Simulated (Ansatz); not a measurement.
Cost and result for the atomization energy of C2H7NSi2 (`C1=N[SiH2]C[SiH2]1`) (12 atoms, 12 bonds).

```xyz
12

C    -0.839    1.363   -0.474
N    -1.353    0.964    0.619
Si   -0.621   -0.481    1.320
C     0.757   -0.957    0.124
Si    0.625    0.367   -1.198
H    -1.259    2.260   -0.951
H    -0.116   -0.144    2.675
H    -1.668   -1.529    1.438
H     0.602   -1.954   -0.293
H     1.734   -0.940    0.609
H     0.295   -0.166   -2.549
H     1.843    1.216   -1.320
```

Total charge 0; spin multiplicity 1. Geometry: relaxed with PBE0-D4/def2-TZVP. Program: Ansatz. All runs use 4 threads of an Arm Neoverse V2 on a shared host. Times are those of one run each, without the atoms' runs, and a repeat can differ threefold. Electronic energies, without spin–orbit coupling; frozen cores. CCSD(T)/CBS adds CCSD(T) − MP2 in def2-TZVPP to the MP2 limit, and its time is that of the two runs behind it. T1 = 0.014. B3LYP takes the VWN-RPA correlation (the form of Gaussian; ORCA's B3LYP/G).

CCSD(T)/CBS is a level of theory with its own doubt, some kJ/mol a heavy atom from the limit and from the frozen cores, so smaller differences don't rank the functionals.

```json
{"level": "PBE-D4/def2-TZVPP (with forces)", "functions": "275", "wall time": "2.9 s", "atomization (kcal/mol)": "1067.5", "difference from CCSD(T)/CBS": "15.8", "per bond": "1.3"}
{"level": "PBE0-D4/def2-TZVPP", "functions": "275", "wall time": "3.5 s", "atomization (kcal/mol)": "1052.7", "difference from CCSD(T)/CBS": "1.0", "per bond": "0.1"}
{"level": "r2SCAN-D4/def2-TZVPP (with forces)", "functions": "275", "wall time": "6 s", "atomization (kcal/mol)": "1052.4", "difference from CCSD(T)/CBS": "0.7", "per bond": "0.1"}
{"level": "B3LYP-D4/def2-TZVPP (with forces)", "functions": "275", "wall time": "6 s", "atomization (kcal/mol)": "1053.6", "difference from CCSD(T)/CBS": "1.9", "per bond": "0.2"}
{"level": "B2PLYP/def2-TZVPP", "functions": "275", "wall time": "7 s", "atomization (kcal/mol)": "1039.9", "difference from CCSD(T)/CBS": "-11.8", "per bond": "-1.0"}
{"level": "ωB97X-V/def2-TZVPP", "functions": "275", "wall time": "9 s", "atomization (kcal/mol)": "1059.6", "difference from CCSD(T)/CBS": "7.9", "per bond": "0.7"}
{"level": "ωB97M-V/def2-TZVPP (with forces)", "functions": "275", "wall time": "13 s", "atomization (kcal/mol)": "1056.8", "difference from CCSD(T)/CBS": "5.1", "per bond": "0.4"}
{"level": "MP2/def2-QZVPP", "functions": "521", "wall time": "27 s", "atomization (kcal/mol)": "1051.1", "difference from CCSD(T)/CBS": "-0.6", "per bond": "-0.1"}
{"level": "CCSD(T)/def2-TZVPP", "functions": "275", "wall time": "2.7 min", "atomization (kcal/mol)": "1022.4", "difference from CCSD(T)/CBS": "-29.3", "per bond": "-2.4"}
{"level": "CCSD(T)/CBS(def2)", "functions": "–", "wall time": "3.2 min", "atomization (kcal/mol)": "1051.7", "difference from CCSD(T)/CBS": "0.0", "per bond": "0.0"}
```

The D4 term adds +12.1 kcal/mol with B3LYP and +6.3 kcal/mol with PBE0; it sums over pairs of atoms, weighted by their polarisabilities, and B3LYP, whose exchange is more repulsive, gets the larger term. From PBE to PBE0 (25 % exact exchange), in def2-TZVPP and without D4, the atomization energy moves by −13.6 kcal/mol: exact exchange takes away binding that semilocal exchange gives to molecules. In def2-TZVPP, CCSD(T) changes the Hartree–Fock value by +256.8 kcal/mol (the triples alone add +16.1 kcal/mol) and MP2 by +267.9 kcal/mol; breaking electron pairs costs correlation energy, which Hartree–Fock lacks.
